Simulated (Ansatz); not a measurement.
Consider the formal loss of a carbene: `BCBCl` → `BBCl` + `[CH2]` (triplet).

Computed with Ansatz on PBE0-D4/def2-TZVP structures; ΔE is electronic, products minus reactants. CBS: MP2 limit from def2 TZ/QZ plus the TZ coupled-cluster correction, frozen cores. This one scheme is used for every species. Functionals use def2-TZVPP. Triplets are unrestricted, without spin–orbit coupling. Each species was taken in one conformer, which may not be the lowest.

CCSD(T)/CBS gives +517.7 kJ/mol.

Q: Another level gave +513.4 kJ/mol. Which?
A. revPBE-D4/def2-TZVPP
B. RPA@PBE/def2-TZVPP
C. MP2/def2-TZVPP
D. CAM-B3LYP-D4/def2-TZVPP

A: D. CAM-B3LYP-D4 513.4, revPBE-D4 506.8, RPA@PBE/def2-TZVPP 496.9, MP2/def2-TZVPP 526.3 kJ/mol.

Largest T1 diagnostic among the species: 0.012.

From PBE to PBE0 (25 % exact exchange), in def2-TZVPP and without D4, ΔE moves by −6.5 kJ/mol. Leaving LDA and LC-ωPBE aside and taking each functional with its dispersion term where it has one, the values, not all of them listed here, spread over 31.4 kJ/mol, from r2SCAN0-D4 to ωB97X-V. LDA lies +79.6 kJ/mol from PBE without D4. In def2-TZVPP, CCSD(T) changes the Hartree–Fock value by +142.5 kJ/mol (the triples alone add +12.7 kJ/mol) and MP2 by +162.3 kJ/mol.
